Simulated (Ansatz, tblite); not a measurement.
Cost and result up the ladder for SeOF₂ (4 atoms). Charge 0, multiplicity 1. Geometry: PBE-D4/def2-TZVP.

Cartesian coordinates in Å:
```
Se -0.3273 0.1732 0.4637
O -1.2617 0.2765 -0.8318
F 0.4079 -1.4419 0.3658
F 1.1811 0.9921 0.0022
```

Ansatz on 4 threads of Intel Xeon on a shared host; xTB runs through tblite on one thread. Times are rough, summed over both states, and most runs start from the orbitals of an earlier one. PBE0-D4/def2-TZVP serves as the yardstick here, not as an exact answer. The other state is a triplet.

The xTB rows come from tblite.

xTB has no spin-polarisation term.

```
              level  functions  wall time  vertical triplet (eV)  difference from PBE0-D4/def2-TZVP (eV)
           GFN2-xTB         21     0.01 s                   5.04                                    0.47
           GFN1-xTB         21    0.022 s                   5.09                                    0.52
   PBE-D4/def2-TZVP        141      8.5 s                   4.67                                    0.10
r2SCAN-D4/def2-TZVP        141       13 s                   4.59                                    0.01
  PBE0-D4/def2-TZVP        141       17 s                   4.57                                    0.00
```
